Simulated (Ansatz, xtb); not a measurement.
# Relative energy of two isomers of C3H9BSi

Structure I is `B[C@@H]1C[C@H]1[SiH3]`, a singlet and structure II is `BC1([SiH3])CC1`, a singlet. Both are isolated molecules in the gas phase, relaxed with r2SCAN-D4/def2-SVP; the shapes shown needn't be the lowest conformers.

I (Å):

```xyz
14

C     0.0601    1.7439   -0.2666
C    -0.3135    1.2727   -1.6666
C    -0.7227    0.4180   -0.5222
B    -0.7682    2.8327    0.4192
Si    0.1435   -1.1949   -0.1356
H    -0.3237    3.5113    1.3158
H    -1.9159    2.9946    0.0635
H     1.1147    1.6012    0.0004
H    -1.0905    1.8306   -2.1982
H     0.5205    0.9428   -2.2955
H    -1.7882    0.4605   -0.2596
H    -0.5105   -2.3340   -0.8498
H     1.5646   -1.0873   -0.5875
H     0.1157   -1.4768    1.3314
```

II (Å):

```xyz
14

C     0.0146    0.1802    0.1155
C     0.9787   -0.6272    1.0208
C    -0.0171   -1.3649    0.2277
B    -1.1167    0.9084    0.8581
Si    0.7105    0.9295   -1.4548
H    -1.5803    1.9560    0.4650
H    -1.5635    0.4185    1.8747
H    -0.3530    1.0680   -2.4963
H     1.7941    0.0464   -1.9959
H     1.2896    2.2818   -1.1888
H     2.0271   -0.6560    0.7040
H     0.8345   -0.5427    2.1023
H    -0.8755   -1.8097    0.7402
H     0.3217   -1.9195   -0.6544
```

Energies in hartree; the thermal terms are from GFN2-xTB frequencies at re-optimised GFN2-xTB minima (ideal gas, soft modes damped towards free rotors, one conformer each, 298.15 K, 1 atm) and include the zero-point energy:

|  | I | II |
| --- | --- | --- |
| E, CCSD(T)/def2-SVP | −432.907550 | −432.907573 |
| E, MP2/def2-SVP | −432.819510 | −432.819690 |
| E, MP2/def2-TZVPP | −433.208301 | −433.208419 |
| zero-point energy | 0.104683 | 0.104341 |
| H(298 K) − E | 0.113001 | 0.112732 |
| G(298 K) − E | 0.073940 | 0.073709 |

Correct the CCSD(T) difference for the basis set by the MP2 change, then work out ΔE, ΔE₀, ΔH and ΔG for I → II in kJ/mol (1 Eh = 2625.50 kJ/mol) and the equilibrium ratio [II]/[I].

1. Differences II − I: CCSD(T) −0.000023, MP2 in the small set −0.000180, MP2 in the large set −0.000118 Eh.
2. ΔE = −0.000023 + (−0.000118 − (−0.000180)) = +0.000039 Eh = +0.10 kJ/mol.
3. ΔE₀ = ΔE + ΔZPE = +0.000039 + (−0.000342) Eh = −0.80 kJ/mol.
4. ΔH = ΔE + (−0.000269) Eh = −0.60 kJ/mol.
5. ΔG = ΔE + (−0.000231) Eh = −0.50 kJ/mol, so ΔS = (ΔH − ΔG)/T = −0.3 J/(mol K).
6. kT = 0.9442 mEh, so K = [II]/[I] = exp(−ΔG/kT) = exp(+0.20) ≈ 1.2.

The two are too close for this level to say which is favoured. An error of 4 kJ/mol in ΔG would change K by a factor of 5. Mirror images and further conformers aren't counted.

As drawn, both hold the same kinds of bond in the same numbers.

Other levels gave ΔE = +11.8 (GFN2-xTB); +22.9 (HF/STO-3G, GFN2-xTB geometries); +19.8 (r2SCAN-D4/def2-SVP//GFN2-xTB); +1.2 (r2SCAN-D4/def2-SVP); +1.3 (HF/def2-SVP); −0.5 (MP2/def2-SVP); −0.1 (CCSD(T)/def2-SVP) kJ/mol. The correlated steps freeze 9 core orbitals. Programs: Ansatz 0.2.0, xtb 6.7.1.
